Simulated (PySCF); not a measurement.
Species: (Cl2Ga-mu-SH)3.
Cartesian coordinates in Å at the PBE0-D3(BJ)/def2-SVP level; atoms count from 1:
```
atom  x, y, z in Å
Ga1    2.0321   -0.5963   -0.3454
Cl2    3.4618   -2.0315   -1.0617
Cl3    2.7864    1.1839    0.5577
S4     0.5195   -0.2151   -2.1238
Ga5   -1.0868    1.3880   -1.4497
Cl6   -2.3310    1.6294   -3.1842
Cl7   -0.1729    3.0846   -0.5346
S8    -2.3780    0.3372    0.2177
Ga9   -1.0323   -0.4180    2.0021
Cl10  -2.2755   -1.7169    3.1762
Cl11  -0.1028    1.2713    2.9125
S12    0.5433   -1.8605    0.9861
H13    1.2926    0.6729   -2.7909
H14   -2.6405   -0.8453   -0.3850
H15    1.3512   -1.9599    2.0669
```

The calculation used PBE0-D3(BJ)/def2-SVP geometry optimisation, gas phase in PySCF 2.14.0.

Q: Which atoms are bound to Ga1, and at what distances?

A: 4 atoms: Cl3 2.134 Å, Cl2 2.149 Å, S12 2.364 Å, S4 2.366 Å. The nearest atom not counted as bound is H13, at 2.85 Å (others tie with it).

Q: List the angles at Ga1.

A: 
```
      angle  degrees  distance of the outer atoms (Å)
Cl2–Ga1–Cl3    117.6                             3.66
Cl3–Ga1–S12    115.5                             3.81
 Cl3–Ga1–S4    114.2                             3.78
 Cl2–Ga1–S4    106.4                             3.62
Cl2–Ga1–S12    104.5                             3.57
 S4–Ga1–S12     96.1                             3.52
```

Q: Describe the arrangement about Ga1 in numbers.

A: Angles from 96.1° to 117.6°; τ4 = (360° − α − β)/141° = 0.90 with α and β the two widest (0 for a square, 1 for a tetrahedron). The Ga–Cl distances aren't all alike: 2.134 to 2.149 Å.

Q: Give some angles away from the centre.

A: Ga1–S4–Ga5 109.2°, S4–Ga5–Cl7 111.7°, S4–Ga5–S8 105.7°, Cl6–Ga5–Cl7 120.3°, Cl6–Ga5–S8 107.7°, Ga5–S8–Ga9 111.4°, S8–Ga9–Cl11 108.5°, S8–Ga9–S12 104.5°.

Point group: near Cs, missed by 0.09 Å at most; the miss may be what the optimiser left on a soft mode. Charge 0, singlet. No PBE0-D3(BJ)/def2-SVP frequencies stand behind this structure, so it isn't proved a minimum.

One conformer stands for the species.
